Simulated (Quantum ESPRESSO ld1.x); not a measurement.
The numbers below are computed, except where a source is named.
Species: K15+. Configuration: [He] 2s2 (the NIST ground configuration).

Code: ld1.x of Quantum ESPRESSO 7.5. Model: scalar-relativistic Kohn-Sham, LDA (Slater exchange, Perdew-Zunger correlation), spin-polarised, spherical densities, point nucleus.

Energy parts (Ry):
part                      energy
total                  -845.6541
kinetic                 852.6750
electron-nucleus      -1757.9753
Hartree                  86.7949
exchange-correlation    -27.1486

Orbitals (lengths in bohr, moments of r in powers of bohr; r(90%) holds 90 % of the orbital's charge):
orbital  occ.  eigenvalue (Ry)  r(90%)  <1/r>
1s          2         -315.124   0.144  18.77
2s          2         -68.7316   0.522  4.364

The highest occupied level is 2s at -935.14 eV. The density falls to 0.001 e/bohr^3 at r = 0.98 bohr.

Run on one thread of a shared host, so times are rough (Intel(R) Xeon(R) Processor @ 2.60GHz): 0.55 s of CPU time, 0.58 s wall, 9 iterations on 1945 mesh points.
